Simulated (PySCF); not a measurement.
A structure optimised at B3LYP-D3(BJ)/def2-SVP, used in a PySCF frequency run:

```xyz
6

Ta     0.0163    -0.2026     0.0000
N      1.5683    -1.0292     0.0000
H      2.4555    -1.5217     0.0000
F     -1.3280    -1.5231     0.0000
Cl    -0.0786     1.0948    -1.9197
Cl    -0.0786     1.0948     1.9197
```

Problem. Write its SMILES, formula and point group.

Solution. [NH]=[Ta]([F])([Cl])[Cl], Cl2FHNTa, Cs

Problem. What are its rotational constants (standard atomic weights)?

Solution. 2.2159, 1.5067, 1.2171 GHz
